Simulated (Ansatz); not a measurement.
## Ansatz (development build ahead of 0.2.0) run

```yaml
crystal:
  periodic: [false, false, false]
  atoms:
    - { symbol: H, position_ang: [-2.1675, -0.4124, 0.5452] }
    - { symbol: H, position_ang: [-2.0984, -0.7784, -0.3952] }
    - { symbol: H, position_ang: [-1.6137, -0.9902, -1.2574] }
    - { symbol: H, position_ang: [-0.8094, -1.0059, -1.8704] }
    - { symbol: H, position_ang: [0.1553, -0.8224, -2.1131] }
    - { symbol: H, position_ang: [1.0892, -0.476, -1.9372] }
    - { symbol: H, position_ang: [1.8073, -0.0353, -1.3776] }
    - { symbol: H, position_ang: [2.1675, 0.4124, -0.5452] }
    - { symbol: H, position_ang: [2.0984, 0.7784, 0.3952] }
    - { symbol: H, position_ang: [1.6137, 0.9902, 1.2574] }
    - { symbol: H, position_ang: [0.8094, 1.0059, 1.8704] }
    - { symbol: H, position_ang: [-0.1553, 0.8224, 2.1131] }
    - { symbol: H, position_ang: [-1.0892, 0.476, 1.9372] }
    - { symbol: H, position_ang: [-1.8073, 0.0353, 1.3776] }
basis:
  gaussian: { orbitals: def2-SVP }
hamiltonian:
  xc: hf
```

The input is written out in the form of the current development build from the run's settings.

Output:

```
Converged                       : yes
Total energy                    : -7.52602 hartree
Spin squared of the determinant : 0.000
```

Caution: stretched shape with no unrestricted run beside it, a lower state can exist.
